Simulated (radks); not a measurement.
The indium ion In3+, configuration [Kr] 4d9.75 5d0.25 (fractional occupations, a model configuration). Method: scalar-relativistic Kohn-Sham, B86b exchange with PBE correlation, spin-polarised, spherical densities, finite nucleus; open shells are filled with parallel spins first (spin-orbit coupling, left out, can overturn this in heavy ions); Fermi nuclear charge, rms radius 4.6156 fm; computed with a radial shooting solver on a logarithmic mesh with Libxc functionals.

Local quantities along the radius. ELF = 1/(1 + alpha^2) is the electron localisation function; alpha = (tau - tau_W)/tau_unif compares the Pauli kinetic energy density with that of the uniform gas (summed over spins); -r V(r) is the screened charge that the Kohn-Sham potential of spin up presents (atomic units); 4 pi r^2 rho is in e/bohr; s = |grad rho|/(2 (3 pi^2)^(1/3) rho^(4/3)) is the reduced gradient. tau is taken from the large components.

r (bohr)	ELF	alpha	-r V(r)	4 pi r^2 rho	s
0.002887	0.999	0.02598	48.34	8.747	0.5330
0.003882	0.999	0.02936	48.09	13.79	0.5122
0.005219	0.999	0.03510	47.76	21.02	0.5058
0.007016	0.998	0.04504	47.32	30.63	0.5135
0.009509	0.996	0.06397	46.73	42.38	0.5376
0.01278	0.990	0.1012	45.97	53.67	0.5792
0.01719	0.967	0.1844	45.00	61.47	0.6398
0.02311	0.869	0.3884	43.76	62.64	0.7084
0.03107	0.573	0.8637	42.22	57.84	0.7237
0.04177	0.325	1.442	40.30	54.39	0.5585
0.05616	0.413	1.193	38.03	61.37	0.3211
0.07612	0.688	0.6732	35.30	76.17	0.3062
0.1023	0.745	0.5848	32.18	78.96	0.4400
0.1376	0.480	1.040	28.66	63.56	0.5337
0.185	0.326	1.439	24.84	55.14	0.3112
0.2487	0.641	0.7477	21.00	64.39	0.2384
0.3344	0.764	0.5550	17.20	57.53	0.4660
0.4496	0.402	1.220	13.69	29.97	0.7445
0.6093	0.251	1.726	10.47	19.09	0.2886
0.8191	0.736	0.5984	7.888	22.07	0.2929
1.101	0.729	0.6103	5.802	16.04	0.5915
1.481	0.453	1.098	4.529	6.592	1.029
1.991	0.120	2.708	3.876	1.675	1.853
2.676	0.010	9.840	3.598	0.3080	3.003
3.598	0.009	10.35	3.437	0.09923	2.321
4.877	0.009	10.51	3.365	0.04184	3.813
6.557	0.001	26.28	3.305	0.007604	9.986
8.815	0.000	162.7	3.164	0.0003669	37.92

On this mesh the ELF has minima near r = 0.042, 0.18, 0.52 bohr, which separate the shells, and maxima near 0.088 (0.75), 0.33 (0.76), 0.95 (0.77).
